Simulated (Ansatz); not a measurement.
Consider the hydrogenolysis of a B–Si bond: `C[SiH2]OB[SiH3]` + H₂ → `BO[SiH2]C` + SiH₄.

Isolated molecules relaxed with PBE0-D4/def2-TZVP in Ansatz; ΔE leaves out vibrations. CCSD(T)/CBS is the MP2 limit (def2-TZVPP, def2-QZVPP) plus CCSD(T) − MP2 in def2-TZVPP, frozen cores. This one scheme is used for every species. Functionals use def2-TZVPP. B3LYP here is the variant with VWN-RPA as its local correlation; programs differ in this. HSE06 is defined as in plane-wave codes. One conformer a species, not always the lowest.

```tsv
level	ΔE (kcal/mol)	difference from CCSD(T)/CBS
LDA (SPW92)	-7.6	2.9
PBE-D4	-7.3	3.2
revPBE-D4	-6.7	3.8
BLYP-D4	-9.1	1.4
r2SCAN-D4	-9.2	1.3
B97M-V	-10.0	0.5
PBE0-D4	-9.1	1.4
B3LYP-D4	-10.5	0.0
r2SCANh-D4	-9.7	0.8
HSE06-D4	-9.1	1.4
BHLYP-D4	-12.5	-2.0
CAM-B3LYP-D4	-11.9	-1.4
ωB97X-V	-10.9	-0.4
ωB97M-V	-11.4	-0.9
B2PLYP	-12.4	-1.9
PBE-QIDH	-11.2	-0.7
PBE	-8.7	1.8
revPBE	-9.3	1.2
r2SCAN	-9.6	0.9
PBE0	-10.3	0.2
B3LYP	-12.7	-2.2
r2SCANh	-10.1	0.4
r2SCAN0	-10.9	-0.4
BHLYP	-14.5	-4.0
CAM-B3LYP	-13.2	-2.7
LC-ωPBE	-11.2	-0.7
RPA@PBE/def2-TZVPP	-11.5	-1.0
MP2/def2-SVP	-13.2	-2.7
CCSD/def2-SVP	-13.8	-3.3
CCSD(T)/def2-SVP	-12.9	-2.4
HF/def2-TZVPP	-18.0	-7.5
MP2/def2-TZVPP	-11.4	-0.9
SCS-MP2/def2-TZVPP	-12.7	-2.2
CCSD(T)/def2-TZVPP	-11.0	-0.5
HF/def2-QZVPP	-18.0	-7.5
MP2/def2-QZVPP	-11.1	-0.6
SCS-MP2/def2-QZVPP	-12.5	-2.0
HF/CBS(def2)	-18.0	-7.5
MP2/CBS(def2)	-10.9	-0.4
CCSD/CBS(def2)	-11.7	-1.2
CCSD(T)/CBS	-10.5	0
```

Largest T1 diagnostic among the species: 0.013.

At CCSD(T), def2-SVP lies −2.4 kcal/mol from the extrapolated value and def2-TZVPP −0.5 kcal/mol. From BLYP to BHLYP (50 % exact exchange), in def2-TZVPP and without D4, ΔE moves by −2.7 kcal/mol. The D4 term adds +2.2 kcal/mol with B3LYP and +1.2 kcal/mol with PBE0; it sums over pairs of atoms, weighted by their polarisabilities, and B3LYP, whose exchange is more repulsive, gets the larger term.
